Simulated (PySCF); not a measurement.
Computed XPS line lists of a few unrelated compounds.

Computed with delta-SCF UKS SCAN, pcX-2 on the ionised atom, pcseg-1 elsewhere, spin-free X2C in PySCF. Geometries: GFN2-xTB; isolated species, one conformer each.

Line lists (1s up to Mg, 2p3/2 beyond; areas count atoms within a level, one atom standing for each set equivalent by bonding):
1. C 1s: 283.91 (area 1), 284.94 (area 1), 285.29 (area 1), 285.60 (area 1), 286.20 (area 1) eV; N 1s: 397.55 eV
2. C 1s: 291.19 (area 1), 291.23 (area 1), 293.04 (area 1) eV; O 1s: 537.71 eV; F 1s: 692.44 eV; Si 2p3/2: 108.14 eV
3. C 1s: 292.82 (area 1), 294.07 (area 1), 294.86 (area 1) eV; O 1s: 539.17 (area 1), 539.44 (area 1) eV; F 1s: 692.55 eV

Structures:
A. `C=CC([SiH2]F)=O`
B. `F[C@@H]1COCO1`
C. `C=CC[CH-]C#N`

**Question.** Match each list to its structure.

**Answer.** 
- 1 = C: no other candidate has this set of levels. C 1s: 283.91 carbon bonded to 2 C and H, 284.94 terminal =CH2 carbon, 285.29 carbon bonded to C and N, 285.60 alkene CH carbon, 286.20 allylic carbon; N 1s: 397.55 nitrogen bonded to C.
- 2 = A: no other candidate has this set of levels. C 1s: 291.19 alkene CH carbon, 291.23 terminal =CH2 carbon, 293.04 carbonyl carbon; O 1s: 537.71 carbonyl oxygen; F 1s: 692.44 silicon-bound fluorine; Si 2p3/2: 108.14 fluorine-bound silicon.
- 3 = B: no other candidate has this set of levels. C 1s: 292.82 sp3 carbon bound to oxygen, 294.07 sp3 carbon bearing two oxygens, 294.86 sp3 C–F carbon; O 1s: 539.17 cyclic ether oxygen, 539.44 cyclic ether oxygen; F 1s: 692.55 alkyl fluorine.

Spin–orbit coupling isn't in the SCF: each 2p doublet comes from a relaxed spin-free hole plus a matrix of the shell (mean-field spin–orbit coupling and the ground-state 2p splitting), with 2p3/2 averaged over its two sublevels.
